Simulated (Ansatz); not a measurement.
C3H8As (SMILES C[C](C)[AsH2]), doublet, geometry from GFN2-xTB; PBE/STO-3G run with Ansatz (a quantum-chemistry and plane-wave program).

The Ansatz input:
Ansatz 0.2 input:
```yaml
crystal:
  periodic: [false, false, false]
  atoms:
    - {symbol: C, position_ang: [-1.06519029, 1.78483099, 0.03108030]}
    - {symbol: C, position_ang: [-0.76655125, 0.36846721, -0.33389339]}
    - {symbol: C, position_ang: [-1.95211724, -0.52631047, -0.48317032]}
    - {symbol: As, position_ang: [0.91553816, -0.40089944, 0.22269269]}
    - {symbol: H, position_ang: [-1.54395907, 1.85767815, 1.01530513]}
    - {symbol: H, position_ang: [-1.75664549, 2.22927244, -0.68771601]}
    - {symbol: H, position_ang: [-0.15135721, 2.38131331, 0.05400838]}
    - {symbol: H, position_ang: [-2.65585291, -0.11386931, -1.20908699]}
    - {symbol: H, position_ang: [-2.50022148, -0.63413665, 0.46085300]}
    - {symbol: H, position_ang: [-1.64900049, -1.52122396, -0.81434270]}
    - {symbol: H, position_ang: [0.99654841, -1.34845491, -0.94467525]}
    - {symbol: H, position_ang: [1.75088179, 0.61717613, -0.50730393]}
basis:
  gaussian:
    orbitals: STO-3G
hamiltonian:
  xc: pbe
magnetization: {spin_polarized: true, initial_magnetization: 1}
accuracy: high
```

What the program printed (banner, timings and long lists left out):

```
Functional definition: PBE
755 factors; integrals over basis functions are off by at most 4.3e-9 eV
mean field evaluation 1: about -63338.9580 eV, gradient 7.5e0 eV
mean field evaluation 2: about -63338.8631 eV, gradient 8.6e0 eV
mean field evaluation 4: about -63339.4120 eV, gradient 4.7e-1 eV
mean field evaluation 8: about -63339.2948 eV, gradient 7.8e-3 eV
mean field evaluation 16: about -63339.2948 eV, gradient 8.3e-7 eV
mean field -63339.29480997 eV, -2327.6761513504 hartree, gradient 4.1e-8 eV, S^2 0.753090; 0 other end points of the search recorded, 0 dependent functions left out
reference -63339.29481258 eV, -2327.6761514464 hartree; 30, 29 occupied and 11, 12 virtual orbitals, 755 factors
Total energy: -63339.29481258 eV, -2327.6761514464 hartree
```
